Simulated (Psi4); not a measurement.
C$_{6}$H$_{9}$O (SMILES O=C1CC[CH]CC1), doublet, geometry from GFN2-xTB; M06-2X/6-31G (Psi4).

Psi4 was given this input:
```
memory 2 GB

molecule {
0 2
O    -2.30991040    0.16261397    0.32350552
C    -1.11853851    0.07874331    0.15665256
C    -0.19376152    1.26653046    0.28011446
C     1.06928310    1.12646069   -0.57215067
C     1.78605069   -0.12573509   -0.25013838
C     1.01961696   -1.27351588    0.27959790
C    -0.43509445   -1.22226002   -0.19204248
H    -0.74557191    2.17538625    0.03401302
H     0.08950526    1.33091202    1.33516272
H     1.72187303    1.99176583   -0.42130000
H     0.77448763    1.14772450   -1.63394651
H     2.84732669   -0.20044721   -0.39877126
H     1.48075649   -2.21722578   -0.02723183
H     1.02631754   -1.27449828    1.38174174
H    -1.01805368   -2.05122986    0.21298471
H    -0.46269552   -1.30464002   -1.28289701
symmetry c1
}

set {
  basis 6-31g
  reference uks
}

energy('m06-2x')
print_variables()
```

Output, abridged:

```
   => Loading Basis Set <=

    Name: 6-31G
    Role: ORBITAL
    Keyword: BASIS

         ---------------------------------------------------------
                                   SCF
               by Justin Turney, Rob Parrish, Andy Simmonett
                          and Daniel G. A. Smith
                              UKS Reference
         ---------------------------------------------------------

  ==> Geometry <==

    Molecular point group: c1
    Full point group: C1

    Geometry (in Angstrom), charge = 0, multiplicity = 2:

       Center              X                  Y                   Z               Mass
    ------------   -----------------  -----------------  -----------------  -----------------
         O           -2.251625052685     0.158510775005     0.315342590846    15.994914619570
         C           -1.060253162685     0.074640115005     0.148489630846    12.000000000000
         C           -0.135476172685     1.262427265005     0.271951530846    12.000000000000
         C            1.127568447315     1.122357495005    -0.580313599154    12.000000000000
         C            1.844336037315    -0.129838284995    -0.258301309154    12.000000000000
         C            1.077902307315    -1.277619074995     0.271434970846    12.000000000000
         C           -0.376809102685    -1.226363214995    -0.200205409154    12.000000000000
         H           -0.687286562685     2.171283055005     0.025850090846     1.007825032230
         H            0.147790607315     1.326808825005     1.326999790846     1.007825032230
         H            1.780158377315     1.987662635005    -0.429462929154     1.007825032230
         H            0.832772977315     1.143621305005    -1.642109439154     1.007825032230
         H            2.905612037315    -0.204550404995    -0.406934189154     1.007825032230
         H            1.539041837315    -2.221328974995    -0.035394759154     1.007825032230
         H            1.084602887315    -1.278601474995     1.373578810846     1.007825032230
         H           -0.959768332685    -2.055333054995     0.204821780846     1.007825032230
         H           -0.404410172685    -1.308743214995    -1.291059939154     1.007825032230

  Running in c1 symmetry.

  Rotational constants: A =      0.15249  B =      0.08364  C =      0.05916 [cm^-1]
  Rotational constants: A =   4571.58619  B =   2507.47312  C =   1773.51622 [MHz]
  Nuclear repulsion =  300.335347461136905

  Charge       = 0
  Multiplicity = 2
  Electrons    = 53
  Nalpha       = 27
  Nbeta        = 26

  ==> Algorithm <==

  SCF Algorithm Type is DF.
  DIIS enabled.
  MOM disabled.
  Fractional occupation disabled.
  Guess Type is SAD.
  Energy threshold   = 1.00e-06
  Density threshold  = 1.00e-06
  Integral threshold = 1.00e-12

  ==> Primary Basis <==

  Basis Set: 6-31G
    Blend: 6-31G
    Number of shells: 53
    Number of basis functions: 81
    Number of Cartesian functions: 81
    Spherical Harmonics?: false
    Max angular momentum: 1

  ==> DFT Potential <==

   => LibXC <=

    Version 7.1.2
    S. Lehtola, C. Steigemann, M. J. T. Oliveira, and M. A. L. Marques,  SoftwareX 7, 1–5 (2018) (10.1016/j.softx.2017.11.002)

   => Composite Functional: M06-2X <=

    Hybrid M06-2X Meta-GGA XC Functional  (10.1007/s00214-007-0310-x)
    Y. Zhao and D. G. Truhlar,  Theor. Chem. Acc., 120, 215, 2008

    Deriv               =              1
    GGA                 =           TRUE
    Meta                =           TRUE

    Exchange Hybrid     =           TRUE
    MP2 Hybrid          =          FALSE

   => Exchange Functionals <=

    1.0000   XC_HYB_MGGA_X_M06_2X

   => Exact (HF) Exchange <=

    0.5400               HF

   => Correlation Functionals <=

    1.0000   XC_MGGA_C_M06_2X

   => LibXC Density Thresholds  <==

    XC_MGGA_C_M06_2X:  1.00E-12
    XC_HYB_MGGA_X_M06_2X:  1.00E-15

   => Molecular Quadrature <=

    Radial Scheme          =       TREUTLER
[...]
    Using symmetric orthogonalization.

  ==> Pre-Iterations <==

  SCF Guess: Superposition of Atomic Densities via on-the-fly atomic UHF (no occupation information).

   -------------------------
    Irrep   Nso     Nmo
   -------------------------
     A         81      81
   -------------------------
    Total      81      81
   -------------------------

  ==> Iterations <==

                           Total Energy        Delta E     RMS |[F,P]|

   @DF-UKS iter SAD:  -308.55984504061331   -3.08560e+02   0.00000e+00
   @DF-UKS iter   1:  -308.71051949486304   -1.50674e-01   8.98231e-03 DIIS/ADIIS
   @DF-UKS iter   2:  -308.75701471106834   -4.64952e-02   9.01644e-03 DIIS/ADIIS
   @DF-UKS iter   3:  -308.98157249350083   -2.24558e-01   1.75665e-03 DIIS/ADIIS
   @DF-UKS iter   4:  -308.98979085195765   -8.21836e-03   5.28168e-04 DIIS/ADIIS
   @DF-UKS iter   5:  -308.99070481741455   -9.13965e-04   9.34345e-05 DIIS
   @DF-UKS iter   6:  -308.99075431632303   -4.94989e-05   3.56934e-05 DIIS
   @DF-UKS iter   7:  -308.99076237592652   -8.05960e-06   8.41686e-06 DIIS
   @DF-UKS iter   8:  -308.99076294987981   -5.73953e-07   2.83489e-06 DIIS
   @DF-UKS iter   9:  -308.99076298810093   -3.82211e-08   1.20899e-06 DIIS
   @DF-UKS iter  10:  -308.99076299555122   -7.45030e-09   1.90703e-07 DIIS
  Energy and wave function converged.

  ==> Post-Iterations <==

   Electrons on quadrature grid:
      Nalpha   =   26.9999981490 ; deviation = -1.851e-06
      Nbeta    =   26.0000038453 ; deviation = 3.845e-06
      Ntotal   =   53.0000019943 ; deviation = 1.994e-06

   @Spin Contamination Metric:   4.560491946E-03
   @S^2 Expected:                7.500000000E-01
   @S^2 Observed:                7.545604919E-01
   @S   Expected:                5.000000000E-01
   @S   Observed:                5.000000000E-01

    Orbital Energies [Eh]
    ---------------------

    Alpha Occupied:

[...]
    Alpha Virtual:

[...]
    Beta Occupied:

[...]
    Beta Virtual:

[...]
      81A      1.959671

    Final Occupation by Irrep:
              A
    DOCC [    26 ]
    SOCC [     1 ]
    NA   [    27 ]
    NB   [    26 ]

  @DF-UKS Final Energy:  -308.99076299555122

   => Energetics <=

    Nuclear Repulsion Energy =            300.3353474611369052
    One-Electron Energy =               -1012.0774612195195914
    Two-Electron Energy =                 424.1886019305986792
    DFT Exchange-Correlation Energy =     -21.4372511677672577
    Empirical Dispersion Energy =           0.0000000000000000
    VV10 Nonlocal Energy =                  0.0000000000000000
    Total Energy =                       -308.9907629955512220

  UHF NO Occupations:
  HONO-2 :   25  A 1.9995137
  HONO-1 :   26  A 1.9990899
  HONO-0 :   27  A 1.0000000
  LUNO+0 :   28  A 0.0009101
  LUNO+1 :   29  A 0.0004863
  LUNO+2 :   30  A 0.0004185
  LUNO+3 :   31  A 0.0003400

Computation Completed

Properties will be evaluated at   0.000000,   0.000000,   0.000000 [a0]

Properties computed using the SCF density matrix

 Multipole Moments:

 ------------------------------------------------------------------------------------
     Multipole            Electronic (a.u.)      Nuclear  (a.u.)        Total (a.u.)
 ------------------------------------------------------------------------------------

 L = 1.  Multiply by 2.5417464519 to convert [e a0] to [Debye]
 Dipole X            :         -4.6040438            5.8375971            1.2335533
 Dipole Y            :          0.3241173           -0.4109574           -0.0868402
 Dipole Z            :          0.6448015           -0.8175620           -0.1727605
 Magnitude           :                                                    1.2486157

 ------------------------------------------------------------------------------------

  Variable Map:
  ----------------------------------------------------------------------------
[...]
  Array Variable Map:
  ----------------------------------------------------------------------------
[...]
[...]
```
